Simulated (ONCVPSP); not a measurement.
How hard is this Fe (Z = 26) ONCV potential?

ONCVPSP 4.0.1 input, shortened (lines: element, Z, core and valence counts, functional; n l f; lmax; l rc ep ncon nbas qcut; lloc lpopt rc5 dvloc0; l nproj debl; icmod fcfact rcfact), LDA (Perdew-Zunger), scalar-relativistic:

```
  Fe 26.00    5    2        3      upf
    1    0    2.00
    2    0    2.00
    2    1    6.00
    3    0    2.00
    3    1    6.00
    3    2    6.00
    4    0    2.00
    2
    0    2.30    0.00    4    8    3.00
    1    1.80    0.14    4    8    4.30
    2    1.00    0.00    4    8   18.90
    4    5    0.75    5.00
    0    1    1.50
    1    1    3.80
    2    2    1.50
    0    0.00    0.00
```

Q: For each optimised wave give the share of its norm inside rc, the residual kinetic energy above qcut (Ha) and the cutoffs (Ha) for errors of 10, 1, 0.1 and 0.01 mHa per electron.

A:

```tsv
wave	norm inside rc	residual KE	10 mHa	1 mHa	0.1 mHa	0.01 mHa
4s	0.314	6.0e-04	2.5	4.1	15.1	30.8
p projector 1	0.132	5.2e-03	4.2	50.3	63.9	88.2
3d	0.520	1.2e-07	86.9	108.5	126.6	141.5
d projector 2	0.123	2.6e-09	79.5	103.6	123.5	140.1
```

The occupied waves need 109 Ha and 127 Ha for 1 and 0.1 mHa. Note: ghosts flagged at negative energy: s at -201.4 eV, p at -24.7 eV; no localised positive-energy state flagged. A true bound ghost makes a file unfit for plane-wave use.
